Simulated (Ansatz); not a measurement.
Isomers of C2H6F2Sn, relaxed with PBE0-D4/def2-TZVP in Ansatz; electronic energies, one conformer each and not always the lowest. Functionals use def2-TZVPP; CBS adds triple-zeta CCSD(T) − MP2 to the MP2 limit of def2-TZVPP and def2-QZVPP.

Elements past krypton have def2 core potentials. Outer-core shells of Sn are correlated without core-valence functions. Spin–orbit coupling is left out.

(1) Order them by energy at frozen-core CCSD(T)/CBS, lowest first. (Estimate.)
A. `FC[CH](F)[SnH3]`
B. `[CH3][Sn]([CH3])([F])[F]`
C. `C[CH](F)[SnH2][F]`
D. `C[CH2][SnH]([F])[F]`

(2) How do B2PLYP, HF/CBS(def2), B3LYP-D4, MP2/CBS(def2) place them (kcal/mol, against `[CH3][Sn]([CH3])([F])[F]`)? (An estimate is asked.)

Answers

(1) B (0.0 kcal/mol), D (13.3 kcal/mol), C (54.3 kcal/mol), A (89.7 kcal/mol).

(2) Ansatz gave: 
```csv
isomer,B2PLYP,HF/CBS(def2),B3LYP-D4,MP2/CBS(def2)
`C[CH](F)[SnH2][F]`,52.4,51.2,50.1,58.1
`C[CH2][SnH]([F])[F]`,12.7,11.5,11.9,14.2
`FC[CH](F)[SnH3]`,86.8,84.8,84.0,95.7
```

B3LYP here is the variant with VWN-RPA as its local correlation; programs differ in this.
